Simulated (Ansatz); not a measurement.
Born–Oppenheimer molecular dynamics of C$_{2}$H$_{3}$SSi (7 atoms, charge -1, multiplicity 1). It starts at the highest image of a converged band. Of that band: Neighbouring images differ by up to 1.4 eV, so the band resolves the path poorly. A vibrational analysis at the climbing image gives one clearly imaginary mode, 1263i cm⁻¹: a first-order saddle point.

All numbers below come from Ansatz, RKS B3LYP-D4/def2-SVP.

```yaml
ensemble: NVE (velocity Verlet)
time_step: 0.5 fs
steps_asked: 200
starting_velocities_drawn_for: 100 K
seed: 11922
```

First frame:

```xyz
7
Properties=species:S:1:pos:R:3
C 0.400 0.978 0.083
C -0.155 0.050 -0.785
Si 0.122 -1.763 -1.052
S -1.005 -2.508 0.532
H 0.016 2.020 0.184
H -0.718 0.387 0.365
H 1.340 0.836 0.674
```

Question: How far do the bonds stretch over the last three quarters of this one trajectory? (Pairs bonded in most of those frames.)

Answer: 
```json
{"bond": "C1–C2", "mean (Å)": "1.476", "spread (Å)": "0.036", "shortest": "1.42", "longest": "1.54"}
{"bond": "C1–H5", "mean (Å)": "1.118", "spread (Å)": "0.014", "shortest": "1.09", "longest": "1.16"}
{"bond": "C1–H6", "mean (Å)": "1.124", "spread (Å)": "0.019", "shortest": "1.09", "longest": "1.18"}
{"bond": "C1–H7", "mean (Å)": "1.120", "spread (Å)": "0.008", "shortest": "1.10", "longest": "1.13"}
{"bond": "C2–Si3", "mean (Å)": "1.778", "spread (Å)": "0.035", "shortest": "1.71", "longest": "1.84"}
{"bond": "Si3–S4", "mean (Å)": "2.119", "spread (Å)": "0.023", "shortest": "2.09", "longest": "2.19"}
```

Mean temperature of the second half: 741 K. The conserved energy stayed within 0.089 meV per atom of its start (net change -0.044 meV per atom), so the integration is sound. The kinetic energy rose, since the run started high on the potential surface and went downhill. A run of 0.1 ps of so small a system gives no equilibrium averages. The orbitals stay closed-shell, which can raise the energy where a bond breaks towards radicals; this wasn't checked here. Limits of this set-up: an anion without diffuse functions.

Run time: 7.7 min on 1 thread of Arm Neoverse V2 (shared host), peak memory 0.15 GiB.
